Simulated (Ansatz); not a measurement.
Consider the cleavage of the Si–Si bond: `O[SiH](O)[SiH](Cl)Cl` + `[OH][AlH2]` → `O[SiH](O)[O][AlH2]` + `Cl[SiH2]Cl`.

Program: Ansatz. Geometries: PBE0-D4/def2-TZVP. ΔE: electronic, gas phase. CCSD(T)/CBS adds triple-zeta CCSD(T) − MP2 to the extrapolated MP2 energy (def2 sets, frozen cores). This one scheme is used for every species. Functionals use def2-TZVPP. Each species was taken in one conformer, which may not be the lowest.

CCSD(T)/CBS gives -36.4 kcal/mol.

(1) Another level gave -35.2 kcal/mol. Which?
A. SCS-MP2/def2-TZVPP
B. PBE/def2-TZVPP
C. ωB97X-V/def2-TZVPP
D. PBE-D4/def2-TZVPP

Largest T1 diagnostic among the species: 0.012.

## Answers

(1) C. ωB97X-V -35.2, PBE -29.7, PBE-D4 -28.6, SCS-MP2/def2-TZVPP -38.8 kcal/mol.

In def2-TZVPP, CCSD(T) changes the Hartree–Fock value by +7.3 kcal/mol (the triples alone add +1.2 kcal/mol) and MP2 by +6.5 kcal/mol. From PBE to PBE0 (25 % exact exchange), in def2-TZVPP and without D4, ΔE moves by −3.2 kcal/mol. The D4 term adds +1.7 kcal/mol with B3LYP and +1.0 kcal/mol with PBE0; it sums over pairs of atoms, weighted by their polarisabilities, and B3LYP, whose exchange is more repulsive, gets the larger term.

B3LYP here is the variant with VWN-RPA as its local correlation; programs differ in this.
